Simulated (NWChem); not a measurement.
System: CH₃BeCl; SMILES [CH3][Be][Cl]

```xyz
6

Be     0.0000     0.0000     0.4935
Cl     0.0000     0.0000    -1.3198
C      0.0000     0.0000     2.1711
H     -0.8902    -0.4952     2.5816
H      0.0162     1.0185     2.5816
H      0.8739    -0.5233     2.5816
```
Atoms are numbered in this order, from 1.

Level: B3LYP/6-31G* (spherical d) (NWChem), optimised geometry, unscaled harmonic frequencies. B3LYP is NWChem's, with the RPA form of VWN correlation.

List the harmonic frequencies with IR intensities, and the thermochemistry.


```tsv
frequency (cm⁻¹)	IR intensity (km/mol)
219	15.2
219	15.2
480	8.0
709	81.7
709	81.7
1127	197.2
1295	69.3
1486	0.6
1486	0.6
3028	1.1
3094	11.8
3094	11.8
```

```
Item                                                                                Value
-----------------------------------------------------------------------  ----------------
zero-point energy                                                           24.2 kcal/mol
thermal correction to the enthalpy at 298.15 K (with zero-point energy)     27.6 kcal/mol
heat capacity Cv                                                         13.1 cal/(mol K)
entropy at 298.15 K and 1 atm (symmetry number 3)                        63.8 cal/(mol K)
dipole moment                                                                      1.38 D
```

Rigid rotor and harmonic oscillator.
